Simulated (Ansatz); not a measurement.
O2, charge -1, doublet, at a GFN2-xTB geometry (a state made from the parent by changing its charge; the spin is typed, not shown lowest) (a gas-phase anion, which may not be bound at this level); B3LYP/6-311G** (Ansatz, an electronic-structure program).

Ansatz was given this input:
Ansatz 0.2 input:
```yaml
crystal:
  periodic: [false, false, false]
  atoms:
    - {symbol: O, position_ang: [-0.00000000, -0.00000000, -0.67067238]}
    - {symbol: O, position_ang: [0.00000000, 0.00000000, 0.67067238]}
basis:
  gaussian:
    orbitals: 6-311G__.json
hamiltonian:
  xc: b3lyp
total_charge: -1
magnetization: {spin_polarized: true, initial_magnetization: 1}
accuracy: high
```
The basis file holds 6-311G** in the JSON format of the Basis Set Exchange.

It wrote (shortened):

```
Functional definition: B3LYP
593 factors; integrals over basis functions are off by at most 2.8e-9 eV
mean field evaluation 1: about -4090.0532 eV, gradient 2.0e1 eV
mean field evaluation 2: about -4090.3259 eV, gradient 1.8e1 eV
mean field evaluation 4: about -4091.2839 eV, gradient 2.1e-1 eV
mean field evaluation 8: about -4091.3409 eV, gradient 7.3e-3 eV
mean field evaluation 16: about -4091.3409 eV, gradient 9.8e-7 eV
mean field -4091.34086510 eV, -150.3540035821 hartree, gradient 9.5e-9 eV, S^2 0.753137; 0 other end points of the search recorded, 0 dependent functions left out
reference -4091.34088364 eV, -150.3540042635 hartree; 9, 8 occupied and 27, 28 virtual orbitals, 593 factors
Total energy: -4091.34088364 eV, -150.3540042635 hartree
```
